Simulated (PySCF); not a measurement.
Isomers of C4H11FSi, one GFN2-xTB conformer each. Single-point energies are computed at PBE0/pcSseg-1 (PySCF, gas phase, no added dispersion term), electronic only.

**Question.** Rank them by PBE0/pcSseg-1 energy, lowest first (kcal/mol).
A. TMS-CH2F, `C[Si](C)(C)CF`
B. `[CH3:1][CH:2]([CH3:3])[SiH2:4][CH2:5][F:6]` with C1–C2–Si4–C5 65°, C2–Si4–C5–F6 -69°
C. `[CH3:1][CH2:2][SiH2:3][C@@H:4]([CH3:5])[F:6]` with C1–C2–Si3–C4 -178°, C2–Si3–C4–C5 -57°

**Answer.** A (0.0), C (18.5), B (23.0).

GFN2-xTB itself gives, in the same order: 10.0, 0.0, 1.5. GFN2-xTB puts CC[SiH2][C@@H](C)F lowest instead; measured from each level's own lowest isomer, the values differ by up to 21.5 kcal/mol (CC(C)[SiH2]CF: 1.5 against 23.0).

**Question.** Which frontier levels, dipoles and rotational constants go with these structures?

**Answer.** 
```csv
SMILES,"HOMO (eV, PBE0/pcSseg-1)",LUMO (eV),dipole (D),"A, B, C (MHz)"
C[Si](C)(C)CF,-7.93,1.12,1.94,"2973, 1818, 1817"
CC[SiH2][C@@H](C)F,-7.94,0.94,1.67,"4751, 1383, 1355"
CC(C)[SiH2]CF,-8.01,0.99,1.63,"4494, 1628, 1300"
```
